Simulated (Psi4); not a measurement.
silacyclobutane (C3H8Si), singlet, geometry from GFN2-xTB; PBE/def2-SVP (Psi4 1.11).

The Psi4 input:
```
memory 2 GB

molecule mol {
0 1
C     0.940169    0.398054    0.937563
C     0.999303   -0.746269   -0.095919
Si   -0.778820   -0.361444   -0.683195
C    -0.384486    1.070573    0.520355
H     1.797585    1.068609    0.885947
H     0.880944    0.008491    1.953051
H     1.768052   -0.579485   -0.848033
H     1.188862   -1.722218    0.345160
H    -1.810680   -1.298942   -0.236303
H    -0.962719   -0.022653   -2.094919
H    -0.221265    2.032382    0.037914
H    -1.067220    1.239897    1.349911
}

set {
  basis def2-svp
  reference rks
}

energy('pbe')
print_variables()
```

What the program printed (banner, timings and long lists left out):

```
   => Loading Basis Set <=

    Name: DEF2-SVP
    Role: ORBITAL
    Keyword: BASIS

         ---------------------------------------------------------
                                   SCF
               by Justin Turney, Rob Parrish, Andy Simmonett
                          and Daniel G. A. Smith
                              RKS Reference
         ---------------------------------------------------------

  ==> Geometry <==

    Molecular point group: c1
    Full point group: C1

    Geometry (in Angstrom), charge = 0, multiplicity = 1:

       Center              X                  Y                   Z               Mass
    ------------   -----------------  -----------------  -----------------  -----------------
         C            0.961591763898     0.407937929821     0.956525953300    12.000000000000
         C            1.020725763898    -0.736385070179    -0.076956046700    12.000000000000
         SI          -0.757397236102    -0.351560070179    -0.664232046700    27.976926534650
         C           -0.363063236102     1.080456929821     0.539317953300    12.000000000000
         H            1.819007763898     1.078492929821     0.904909953300     1.007825032230
         H            0.902366763898     0.018374929821     1.972013953300     1.007825032230
         H            1.789474763898    -0.569601070179    -0.829070046700     1.007825032230
         H            1.210284763898    -1.712334070179     0.364122953300     1.007825032230
         H           -1.789257236102    -1.289058070179    -0.217340046700     1.007825032230
         H           -0.941296236102    -0.012769070179    -2.075956046700     1.007825032230
         H           -0.199842236102     2.042265929821     0.056876953300     1.007825032230
         H           -1.045797236102     1.249780929821     1.368873953300     1.007825032230

  Running in c1 symmetry.

  Rotational constants: A =      0.30819  B =      0.19816  C =      0.13577 [cm^-1]
  Rotational constants: A =   9239.33338  B =   5940.75874  C =   4070.29780 [MHz]
  Nuclear repulsion =  167.706755315525896

  Charge       = 0
  Multiplicity = 1
  Electrons    = 40
  Nalpha       = 20
  Nbeta        = 20

  ==> Algorithm <==

  SCF Algorithm Type is DF.
  DIIS enabled.
  MOM disabled.
  Fractional occupation disabled.
  Guess Type is SAD.
  Energy threshold   = 1.00e-06
  Density threshold  = 1.00e-06
  Integral threshold = 1.00e-12

  ==> Primary Basis <==

  Basis Set: DEF2-SVP
    Blend: DEF2-SVP
    Number of shells: 50
    Number of basis functions: 100
    Number of Cartesian functions: 104
    Spherical Harmonics?: true
    Max angular momentum: 2

  ==> DFT Potential <==

   => LibXC <=

    Version 7.1.2
    S. Lehtola, C. Steigemann, M. J. T. Oliveira, and M. A. L. Marques,  SoftwareX 7, 1–5 (2018) (10.1016/j.softx.2017.11.002)

   => Composite Functional: PBE <=

    PBE GGA Exchange-Correlation Functional

    J.P. Perdew et. al., Phys. Rev. Lett., 77(18), 3865-3868, 1996

    Deriv               =              1
    GGA                 =           TRUE
    Meta                =          FALSE

    Exchange Hybrid     =          FALSE
    MP2 Hybrid          =          FALSE

   => Exchange Functionals <=

    1.0000     XC_GGA_X_PBE

   => Correlation Functionals <=

    1.0000     XC_GGA_C_PBE

   => LibXC Density Thresholds  <==

    XC_GGA_C_PBE:  1.00E-12
    XC_GGA_X_PBE:  1.00E-15

   => Molecular Quadrature <=

    Radial Scheme          =       TREUTLER
    Pruning Scheme         =           NONE
    Nuclear Scheme         =       TREUTLER

    Blocking Scheme        =         OCTREE
    BS radius alpha        =              1
    Pruning alpha          =              1
    Radial Points          =             75
    Spherical Points       =            302
    Total Points           =         256230
    Total Blocks           =           1958
    Max Points             =            256
    Max Functions          =            100
[...]
  Using in-core AOs.

  ==> MemDFJK: Density-Fitted J/K Matrices <==

    J tasked:                   Yes
    K tasked:                    No
    wK tasked:                   No
    Algorithm:                 Core
    Schwarz Cutoff:           1E-12
    Mask sparsity (%):       0.2000
    Fitting Condition:        1E-10

   => Auxiliary Basis Set <=

  Basis Set: (DEF2-SVP AUX)
    Blend: DEF2-UNIVERSAL-JKFIT
    Number of shells: 161
    Number of basis functions: 497
    Number of Cartesian functions: 582
    Spherical Harmonics?: true
    Max angular momentum: 4

  Minimum eigenvalue in the overlap matrix is 1.9299284837E-03.
  Reciprocal condition number of the overlap matrix is 2.9372833238E-04.
    Using symmetric orthogonalization.

  ==> Pre-Iterations <==

  SCF Guess: Superposition of Atomic Densities via on-the-fly atomic UHF (no occupation information).

   -------------------------
    Irrep   Nso     Nmo
   -------------------------
     A        100     100
   -------------------------
    Total     100     100
   -------------------------

  ==> Iterations <==

                           Total Energy        Delta E     RMS |[F,P]|

   @DF-RKS iter SAD:  -407.76618974694503   -4.07766e+02   0.00000e+00
   @DF-RKS iter   1:  -407.50021807413242    2.65972e-01   1.01182e-02 DIIS/ADIIS
   @DF-RKS iter   2:  -405.97795878248763    1.52226e+00   1.79640e-02 DIIS/ADIIS
   @DF-RKS iter   3:  -408.08254780551869   -2.10459e+00   1.10501e-03 DIIS/ADIIS
   @DF-RKS iter   4:  -408.09106093116293   -8.51313e-03   4.60284e-04 DIIS/ADIIS
   @DF-RKS iter   5:  -408.09282749440052   -1.76656e-03   1.03561e-04 DIIS/ADIIS
   @DF-RKS iter   6:  -408.09288605655041   -5.85621e-05   3.41663e-05 DIIS
   @DF-RKS iter   7:  -408.09289135400678   -5.29746e-06   1.16487e-05 DIIS
   @DF-RKS iter   8:  -408.09289213367799   -7.79671e-07   1.33372e-06 DIIS
   @DF-RKS iter   9:  -408.09289214312122   -9.44323e-09   2.58379e-07 DIIS
  Energy and wave function converged.

  ==> Post-Iterations <==

   Electrons on quadrature grid:
      Ntotal   =   40.0000268285 ; deviation = 2.683e-05

    Orbital Energies [Eh]
    ---------------------

    Doubly Occupied:

[...]
    Virtual:

[...]
    Final Occupation by Irrep:
              A
    DOCC [    20 ]
    NA   [    20 ]
    NB   [    20 ]

  @DF-RKS Final Energy:  -408.09289214312122

   => Energetics <=

    Nuclear Repulsion Energy =            167.7067553155258963
    One-Electron Energy =                -892.7640631881632771
    Two-Electron Energy =                 356.8241462081214763
    DFT Exchange-Correlation Energy =     -39.8597304786053499
    Empirical Dispersion Energy =           0.0000000000000000
    VV10 Nonlocal Energy =                  0.0000000000000000
    Total Energy =                       -408.0928921431212189

Computation Completed

Properties will be evaluated at   0.000000,   0.000000,   0.000000 [a0]

Properties computed using the SCF density matrix

 Multipole Moments:

 ------------------------------------------------------------------------------------
     Multipole            Electronic (a.u.)      Nuclear  (a.u.)        Total (a.u.)
 ------------------------------------------------------------------------------------

 L = 1.  Multiply by 2.5417464519 to convert [e a0] to [Debye]
 Dipole X            :         -1.5212130            1.6193168            0.0981038
 Dipole Y            :         -0.6948213            0.7471414            0.0523201
 Dipole Z            :         -1.3673351            1.4333764            0.0660413
 Magnitude           :                                                    0.1293182

 ------------------------------------------------------------------------------------

  Variable Map:
  ----------------------------------------------------------------------------
[...]
  Array Variable Map:
  ----------------------------------------------------------------------------
[...]
[...]
```
